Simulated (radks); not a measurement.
Question: Dipole-allowed excitations along the series with 10 electrons in [Ne]. All-electron calculation, scalar-relativistic Kohn-Sham, LB94 model potential, spin-polarised, spherical densities, finite nucleus; Fermi nuclear charge, rms radius of each element as measured or else 0.836 A^(1/3) + 0.57 fm. Program: a radial shooting solver on a logarithmic mesh with Libxc functionals. Time-dependent linear response with the Hartree and adiabatic LDA kernel, continuum included through the Sternheimer equations, no spin-orbit coupling, so fine structure and intercombination lines are absent. Lines are the poles of the dipole polarisability below minus the highest occupied eigenvalue, found on a grid refined at the orbital gaps; the lowest seven at most are given, and weak or close lines can be missed. The first line takes the name of the lowest orbital gap if no other gap lies below it; otherwise a line is named after a gap within 0.6 % of it, if that gap stands alone.

| species | -e(HOMO) (eV) | lowest orbital gap (eV) | first line (eV) | f | strongest line (eV) | its f | static alpha (bohr^3) |
|---|---|---|---|---|---|---|---|
| Si4+ | 163.34 | 2p-3s 101.55 | 101.97 (2p-3s) | 0.222 | 125.20 (unassigned) | 1.11 | 0.1699 |
| P5+ | 216.22 | 2p-3s 132.13 | 132.65 (2p-3s) | 0.220 | 161.08 (unassigned) | 1.36 | 0.1102 |
| S6+ | 275.99 | 2p-3s 166.50 | 167.12 (2p-3s) | 0.217 | 200.82 (unassigned) | 1.58 | 0.07483 |
| Cl7+ | 342.63 | 2p-3s 204.66 | 205.37 (2p-3s) | 0.214 | 244.41 (unassigned) | 1.78 | 0.05275 |
| Ar8+ | 416.15 | 2p-3s 246.60 | 247.42 (2p-3s) | 0.211 | 291.85 (unassigned) | 1.94 | 0.03831 |

Estimate the first line of K9+, its oscillator strength and the static polarisability.

Answer: 293.26 eV (2p-3s), f = 0.208, alpha = 0.02853 bohr^3.
